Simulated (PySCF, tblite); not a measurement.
Breaking a bond: Ga₂, triplet. Each curve is given relative to its own lowest point near equilibrium.

```json
[
 {"R / Å": "2.32", "A": "8.0", "B": "11.4", "C": "4.8"},
 {"R / Å": "2.40", "A": "4.1", "B": "7.5", "C": "3.5"},
 {"R / Å": "2.54", "A": "0.7", "B": "2.2", "C": "1.5"},
 {"R / Å": "2.63", "A": "0.0", "B": "0.6", "C": "0.4"},
 {"R / Å": "2.70", "A": "0.1", "B": "0.0", "C": "0.0"},
 {"R / Å": "2.81", "A": "1.1", "B": "0.0", "C": "0.3"},
 {"R / Å": "2.89", "A": "2.2", "B": "0.6", "C": "0.9"},
 {"R / Å": "2.97", "A": "3.6", "B": "1.4", "C": "1.9"},
 {"R / Å": "3.15", "A": "7.2", "B": "4.4", "C": "4.8"},
 {"R / Å": "3.31", "A": "10.6", "B": "7.3", "C": "8.1"},
 {"R / Å": "3.65", "A": "17.3", "B": "11.2", "C": "15.7"},
 {"R / Å": "4.02", "A": "23.1", "B": "13.5", "C": "23.4"},
 {"R / Å": "4.49", "A": "—", "B": "15.0", "C": "31.2"},
 {"R / Å": "4.86", "A": "—", "B": "15.7", "C": "35.4"},
 {"R / Å": "5.38", "A": "—", "B": "16.2", "C": "39.1"},
 {"R / Å": "6.00", "A": "—", "B": "16.6", "C": "40.9"},
 {"R / Å": "6.66", "A": "—", "B": "16.8", "C": "41.4"},
 {"R / Å": "7.32", "A": "—", "B": "16.9", "C": "41.5"},
 {"R / Å": "8.17", "A": "—", "B": "17.0", "C": "41.6"}
]
```

Energies in kcal/mol.

Question: Match the curves with the methods GFN2-xTB, 300 K electronic temperature in tblite; PySCF with SC-NEVPT2 on CASSCF(6,8)/def2-TZVP, all electrons correlated; UHF/def2-TZVP in PySCF 2.14.0.

Answer: A is NEVPT2; B is UHF; C is GFN2-xTB.

Dashes: no converged value, or the column stops at the first point that the program doubted or that broke a chosen test of continuity, which isn't proof of a fault.

The scan ran from 2.13 to 8.17 Å; beyond the distances shown one of the unrestricted levels run for this scan, shown here or not, changes its spin distribution in one step.
